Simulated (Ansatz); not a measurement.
Computed with Ansatz.

FH4N3W (`[NH]=[W](=[NH])([NH2])[F]`) at its PBE0-D4/def2-TZVP geometry, where that method's forces vanish. The species carries charge 0 and has multiplicity 1. W takes the def2 core potential.

```json
{"atom": "N1", "x (Å)": "-0.708", "y (Å)": "-1.577", "z (Å)": "-0.339"}
{"atom": "W2", "x (Å)": "-0.419", "y (Å)": "0.023", "z (Å)": "0.304"}
{"atom": "N3", "x (Å)": "0.774", "y (Å)": "0.056", "z (Å)": "1.582"}
{"atom": "N4", "x (Å)": "0.308", "y (Å)": "1.079", "z (Å)": "-1.155"}
{"atom": "F5", "x (Å)": "-2.039", "y (Å)": "0.730", "z (Å)": "0.953"}
{"atom": "H6", "x (Å)": "-0.603", "y (Å)": "-2.576", "z (Å)": "-0.420"}
{"atom": "H7", "x (Å)": "1.445", "y (Å)": "-0.321", "z (Å)": "2.232"}
{"atom": "H8", "x (Å)": "1.043", "y (Å)": "1.758", "z (Å)": "-1.031"}
{"atom": "H9", "x (Å)": "0.198", "y (Å)": "0.828", "z (Å)": "-2.125"}
```

Q: For each bond, give half the difference of the two atoms' forces along it (eV/Å; positive pushes the atoms apart) under PBE-D4, r2SCAN-D4, B3LYP-D4, ωB97M-V in def2-TZVPP. (Best estimate.)

A: The calculation gave: 
| bond | length (Å) | PBE-D4 | r2SCAN-D4 | B3LYP-D4 | ωB97M-V |
| --- | --- | --- | --- | --- | --- |
| N1–W2 | 1.749 | 0.42 | 0.28 | 0.28 | -0.17 |
| N1–H6 | 1.007 | -0.04 | -0.15 | -0.22 | 0.05 |
| W2–N3 | 1.749 | 0.42 | 0.28 | 0.28 | -0.17 |
| W2–N4 | 1.943 | -0.14 | 0.00 | 0.11 | 0.11 |
| W2–F5 | 1.882 | 0.07 | -0.09 | 0.11 | 0.11 |
| N3–H7 | 1.007 | -0.04 | -0.15 | -0.22 | 0.05 |
| N4–H8 | 1.008 | 0.18 | -0.01 | -0.07 | -0.03 |
| N4–H9 | 1.008 | 0.18 | -0.01 | -0.07 | -0.03 |

B3LYP here is the variant with VWN-RPA as its local correlation; programs differ in this.
